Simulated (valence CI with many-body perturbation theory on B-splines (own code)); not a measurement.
## Pd6+ in brief

Method: relativistic CI+MBPT: four valence electrons over a frozen Dirac-Fock core [Kr], radial functions for each j: 7 s, 7 p, 8 d, 6 f, 4 g, 1 h, with the one-electron correlation potential Σ1, the two-electron term Σ2, the three-electron term Σ3, Breit, model QED; selected CI, second order for the rest, scaled by the run's own slope (own B-spline code, finite nucleus).

No measured spectrum was set against this ion. As an estimate, terms of the open shell hold to 2 to 4 % of their energy, and close levels can change places; different configurations can be misplaced against each other by 1,000 to 8,000 cm⁻¹. Only levels of the ground parity were solved; by the run's estimate the other parity begins above the list, which can be wrong where configurations are misplaced.

Rates and lifetimes use the calculated energies. Strong lines usually hold to 10 to 20 %, long lifetimes can be off by a factor of two.

Question: What is the ground level?

Answer: 4d4 5D_0, composition 93 % 4d4 5D + 6 % 4d4 3P.

Question: How is the term 5D of the ground level split?

Answer: J = 0 at 0.0000, J = 1 at 0.1197, J = 2 at 0.3003, J = 3 at 0.5098, J = 4 at 0.7343 eV.

Question: What is the ionisation energy?

Answer: 101.75 eV; NIST lists 101 ± 2 eV (theoretical).

Question: How well does LS coupling describe the low levels?

Answer: Among the lowest 20 levels the leading LS term, summed over configurations, holds 83 % on average. For single configurations the figures are 83 % in LS and 58 % in jj coupling. Terms mix most in the J = 4 level at 3.268 eV, where the leading one holds 54 %.
